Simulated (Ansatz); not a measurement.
## A ladder of methods for GaH3F− (SMILES [F][GaH3-])

The species is GaH3F− (5 atoms), meant as a singlet with charge -1. SMILES: `[F][GaH3-]`. The shape comes from GFN2-xTB, which is rough for such elements, and wasn't checked as a minimum.

```xyz
5

F    -0.5006   -0.4959    1.5331
Ga    0.0294    0.0269   -0.0843
H    -0.8739    1.2297   -0.4738
H    -0.1773   -1.1961   -1.0215
H     1.5223    0.4354    0.0466
```

Quantity: the energy change with the F1–Ga2 bond stretched from 1.781 to 3.561 Å, in eV. The values are calculated.

```
                        level                    kind  program  value (eV)  less FCI/STO-3G  CPU time (all runs)
    SVWN5/STO-3G (restricted)                     LDA   Ansatz        4.54            +3.93                2.8 s
      PBE/STO-3G (restricted)                     GGA   Ansatz        4.11            +3.50                5.8 s
     PBE0/STO-3G (restricted)           global hybrid   Ansatz        5.10            +4.49                5.8 s
    wB97X/STO-3G (restricted)  range-separated hybrid   Ansatz        5.73            +5.12                 48 s
   B2PLYP/STO-3G (restricted)           double hybrid   Ansatz        3.98            +3.37                8.6 s
      MP2/STO-3G (restricted)     perturbation theory   Ansatz        5.45            +4.84               0.49 s
CCSD(T)/STO-3G (unrestricted)   coupled cluster or CI   Ansatz        0.48            -0.13                2.4 s
                   FCI/STO-3G      exact in the basis   Ansatz        0.61             0.00                 40 s
```

FCI/STO-3G is exact within its basis and frozen core, so for wave-function methods in that basis the difference is their error; functionals converge differently with the basis, so for them it is only a difference. All-electron rows without a relativistic Hamiltonian named are non-relativistic. Sets without diffuse functions describe the anion poorly. The first shape isn't each level's own minimum. The values span 0.48 to 5.73 eV. Spin contamination of the reference (⟨S²⟩ at least 0.1 too high) touches CCSD(T)/STO-3G. All rows use very small basis sets, so none should be taken for the real molecule's value. In the correlated wave-function rows the outer d shell of Ga is correlated, in sets not made for it. In so small a basis fixed costs decide the times, and correlated methods can beat functionals. Times are those of the runs behind each value, whatever else they computed, on shared processors of several kinds: orders of magnitude only.
